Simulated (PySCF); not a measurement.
## A survey of 31P NMR shifts

PySCF calculation with GFN2-xTB geometry and PBE0/pcSseg-1 with gauge-including orbitals; one conformer, averaged over atoms made equivalent by symmetry, fast rotation or ring inversion, non-relativistic, gas phase.

Shieldings were converted by a linear fit to measured shifts: 31P: δ = 270.09 − 0.828σ (rms 18.1 ppm, 64 shifts vs H3PO4, solution or neat liquid). A few per cent of atoms miss by over 2 rms, more outside the fitted compound classes.

Problem. Give the 31P shifts of `CP1CCP(N)CC1`.

Solution. 
```json
{"compound": "[CH3:1][P:2]1[CH2:3][CH2:4][P:5]([NH2:6])[CH2:7][CH2:8]1", "environment": "P5: phosphorus bonded to 2 C, N, in a 6-membered ring", "δ (ppm)": "16.4"}
{"compound": "[CH3:1][P:2]1[CH2:3][CH2:4][P:5]([NH2:6])[CH2:7][CH2:8]1", "environment": "P2: phosphorus bonded to 3 C, in a 6-membered ring", "δ (ppm)": "-62.3"}
```

Problem. Match the shifts 195.2, 168.8, 42.9, -4.4, -195.0 ppm to `P#Cc1ccoc1`, `Clc1ccc(P2CC2)cc1`, `Clc1ccpc(C2CC2)c1`, `C[P@H](=O)CCC#N`, `Clc1pcccc1C1CC1`.

Solution. 195.2: Clc1pcccc1C1CC1 (phosphorus bonded to 2 C, in a 6-membered ring); 168.8: Clc1ccpc(C2CC2)c1 (phosphorus bonded to 2 C, in a 6-membered ring); 42.9: P#Cc1ccoc1 (phosphorus bonded to C); -4.4: C[P@H](=O)CCC#N (phosphorus bonded to 2 C, O, H); -195.0: Clc1ccc(P2CC2)cc1 (phosphorus bonded to 3 C, in a 3-membered ring).
